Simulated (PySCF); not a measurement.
SMILES C[S][In]([S]C)[S]C, GFN2-xTB optimised geometry.

```
16

In    -0.10    -0.97     0.00
S      2.36    -0.97     0.00
C      2.65    -2.78     0.03
H      2.55    -3.14     1.05
H      3.67    -2.92    -0.32
H      1.95    -3.28    -0.63
S     -1.33     1.16     0.00
C      0.08     2.30     0.17
H      0.42     2.32     1.20
H     -0.29     3.28    -0.11
H      0.89     2.01    -0.49
S     -1.32    -3.10    -0.18
C     -3.03    -2.45    -0.10
H     -3.30    -2.26     0.94
H     -3.67    -3.23    -0.51
H     -3.12    -1.55    -0.69
```

Density from PBE0/def2-TZVP, def2 effective core potentials past Kr (PySCF 2.14.0) at that geometry. The core electrons that the potentials of In replace are not part of the density.

Minimum of the electron density along straight lines between bonded atoms, close to the bond critical point (lines longer than 1.1 times the sum of covalent radii, or with two minima, are not listed):

| bond | length / Å | ρ at the minimum / e bohr⁻³ | ∇²ρ there / e bohr⁻⁵ | position (fraction from the first atom) |
|---|---|---|---|---|
| In1–S2 | 2.461 | 0.076 | 0.10 | 0.48 |
| S2–C3 | 1.826 | 0.175 | -0.27 | 0.53 |
| C3–H4 | 1.087 | 0.283 | -0.99 | 0.65 |
| C3–H5 | 1.086 | 0.282 | -0.98 | 0.65 |
| C3–H6 | 1.088 | 0.281 | -0.98 | 0.65 |
| In1–S7 | 2.461 | 0.076 | 0.10 | 0.48 |
| S7–C8 | 1.826 | 0.175 | -0.27 | 0.53 |
| C8–H9 | 1.087 | 0.283 | -0.99 | 0.65 |
| C8–H10 | 1.086 | 0.282 | -0.98 | 0.65 |
| C8–H11 | 1.088 | 0.282 | -0.98 | 0.65 |
| In1–S12 | 2.461 | 0.076 | 0.10 | 0.48 |
| S12–C13 | 1.826 | 0.175 | -0.27 | 0.53 |
| C13–H14 | 1.087 | 0.283 | -0.99 | 0.65 |
| C13–H15 | 1.086 | 0.282 | -0.98 | 0.65 |
| C13–H16 | 1.088 | 0.282 | -0.98 | 0.65 |
